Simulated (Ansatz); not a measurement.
Species: HAlCl$_{2}$S, SMILES `[SH][Al]([Cl])[Cl]` (H–S–Al–Cl torsion 180°) (charge 0, multiplicity 1).

Give a relaxed geometry from B3LYP-D3(BJ)/def2-TZVP (Ansatz, a first-principles code).

One answer among several that fit: the end point of this relaxation, one of several conformers (outside a Z-matrix the atoms follow the SMILES, hydrogens last).
Bonds (Å): S1–Al2 2.165, S1–H5 1.346, Al2–Cl3 2.084, Al2–Cl4 2.088. Angles (°): Al2–S1–H5 92.9, S1–Al2–Cl3 118.7, S1–Al2–Cl4 121.3, Cl3–Al2–Cl4 120.0.
